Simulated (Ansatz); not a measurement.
`BN[Si](C)(O)F` + H–F → `C[Si](O)(F)F` + `BN`  (ligand exchange at the Si–N bond)

Program: Ansatz. Geometries: PBE0-D4/def2-TZVP. ΔE: electronic, gas phase. CCSD(T)/CBS adds triple-zeta CCSD(T) − MP2 to the extrapolated MP2 energy (def2 sets, frozen cores). This one scheme is used for every species. Functionals use def2-TZVPP. B3LYP here is the variant with VWN-RPA as its local correlation; programs differ in this. Each species was taken in one conformer, which may not be the lowest.

`BN[Si](C)(O)F`:

Z-matrix (Å, degrees):
```
Si
N 1 1.725
O 1 1.635 2 104.1
C 1 1.842 2 113.0 3 -125.2
F 1 1.601 2 110.3 3 114.9
B 2 1.400 1 127.5 3 154.8
H 2 1.012 1 115.2 3 -26.9
H 3 0.958 1 118.4 2 157.9
H 4 1.093 1 110.1 2 179.6
H 4 1.091 1 111.1 2 -60.8
H 4 1.092 1 110.8 2 59.7
H 6 1.197 2 119.9 1 178.4
H 6 1.198 2 119.1 1 -1.7
```

H–F:

```xyz
2

F     0.388    0.176   -0.174
H    -0.388   -0.176    0.174
```

`C[Si](O)(F)F`:

Z-matrix (Å, degrees):
```
C
Si 1 1.831
H 1 1.092 2 110.6
H 1 1.092 2 110.5 3 120.1
H 1 1.092 2 110.5 3 -120.1
O 2 1.621 1 109.9 3 179.9
F 2 1.590 1 111.2 3 -58.1
F 2 1.590 1 111.2 3 58.0
H 6 0.958 2 119.7 1 -180.0
```

`BN`:

```xyz
6

B    -0.250   -0.208   -0.600
N     0.257    0.213    0.618
H     0.194    0.263   -1.608
H    -1.119   -1.030   -0.614
H    -0.069   -0.139    1.502
H     0.987    0.900    0.703
```

| level | ΔE (eV) |
| --- | --- |
| PBE0-D4 | -1.03 |
| B2PLYP | -1.14 |
| PBE | -1.11 |
| B3LYP | -1.20 |
| MP2/def2-TZVPP | -1.02 |
| HF/def2-QZVPP | -1.25 |
| MP2/def2-QZVPP | -1.02 |
| CCSD/CBS(def2) | -1.05 |

What does CCSD(T)/CBS give? (Estimate.)

The calculation gave: -1.03 eV. The listed levels differ from it by 0.00, -0.11, -0.08, -0.17, 0.01, -0.22, 0.01, -0.02 eV.

Largest T1 diagnostic among the species: 0.012.

In def2-TZVPP, CCSD(T) changes the Hartree–Fock value by +0.19 eV (the triples alone add +0.03 eV) and MP2 by +0.21 eV. The D4 term adds +0.12 eV with B3LYP and +0.07 eV with PBE0; it sums over pairs of atoms, weighted by their polarisabilities, and B3LYP, whose exchange is more repulsive, gets the larger term.
